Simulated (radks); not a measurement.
Results of a calculation; reference values are marked as such.
How relativity changes the ionisation of the molybdenum ion Mo+ ([Kr] 4d5) to Mo2+ ([Kr] 4d4). Spin-unpolarised spherical Kohn-Sham, PBEsol, point nucleus unless stated (finite: rms radius 4.4091 fm), a radial shooting solver on a logarithmic mesh with Libxc functionals. A level marked "c x" has the speed of light scaled by that factor and shares open shells by 2j + 1; other Dirac levels either fill j = l - 1/2 first or share by 2j + 1.

\begin{tabular}{lrrrrr}
level & E(Mo+) (hartree) & E(Mo2+) (hartree) & IE (eV) & HOMO & <r> HOMO (bohr) \\ \hline
non-rel. & -3974.64370 & -3974.06773 & 15.673 & 4d & 1.866 \\
scalar-rel. & -4046.18372 & -4045.61574 & 15.455 & 4d & 1.889 \\
scalar-rel., finite nucleus & -4046.12676 & -4045.55878 & 15.456 & 4d & 1.889 \\
Dirac, 2j+1 shares & -4046.76580 & -4046.19785 & 15.455 & 4d5/2 & 1.899 \\
Dirac, low j first & -4046.78164 & -4046.22000 & 15.283 & 4d5/2 & 1.903 \\
Dirac, 2j+1 shares, finite nucleus & -4046.70874 & -4046.14079 & 15.455 & 4d5/2 & 1.899 \\
Dirac, c x 0.75 & -4107.91166 & -4107.34962 & 15.294 & 4d5/2 & 1.925 \\
Dirac, c x 2 & -3992.05268 & -3991.47876 & 15.617 & 4d5/2 & 1.874 \\
Dirac, c x 5 & -3977.40287 & -3976.82723 & 15.664 & 4d5/2 & 1.868 \\
\end{tabular}

NIST Atomic Spectra Database: 16.2 eV (semi-empirical). The relativistic part of the total energy of Mo+ is -72.07 hartree (Dirac, 2j+1 shares, finite nucleus), 1.8 % of the non-relativistic value. Spin polarisation and multiplet splitting of open shells are left out at every level.

Beside tabulated values, note that relativity, absent from the non-relativistic runs, is large for the heavy elements, and spin-unpolarised runs miss the spin-polarisation part of the exchange energy of open shells.
